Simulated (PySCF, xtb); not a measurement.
FGaH₄N₂, SMILES [Ga]([NH2])([F])[NH2]. One conformer was computed; it need not be the lowest.

Harmonic wavenumbers (cm⁻¹) from GFN2-xTB in xtb at its own minimum, in rising order: 114, 138, 151, 196, 201, 423, 474, 477, 575, 612, 629, 685, 1422, 1431, 3340, 3348, 3386, 3389.

### Question
What does PBE-D3(BJ)/def2-SVP run with PySCF 2.14.0 give at its own minimum? (Estimate from the structure and the level; the computed values follow.)

### Answer
150, 175, 183, 224, 295, 339, 361, 636, 690, 721, 739, 800, 1473, 1478, 3485, 3485, 3589, 3589. Paired by order, the mean absolute difference is 101 cm⁻¹ and the zero-point energies are 30.0 and 32.0 kcal/mol.
